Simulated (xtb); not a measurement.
xtb input:

```bash
xtb mol.xyz --gfn 2 --ohess tight --chrg -1 --uhf 0
```
mol.xyz:
```
7

F      1.96326224    -1.31491297    -0.20853764
Si     1.54691587     0.19962300     0.33011309
Si    -0.79348575     0.07354606    -0.30619780
F     -1.50411481     1.54516339    -0.31416191
F     -1.75992374    -0.75599403     0.69010105
H      1.74937229     0.98320373    -0.93554520
H     -1.22251115    -0.40127710    -1.60979622
```

Task: Predict the final energy.

Result: -19.04159 Eh (GFN2-xTB).

It need not be the lowest isomer of its formula. Whether it binds its extra electron was not tested at this geometry.
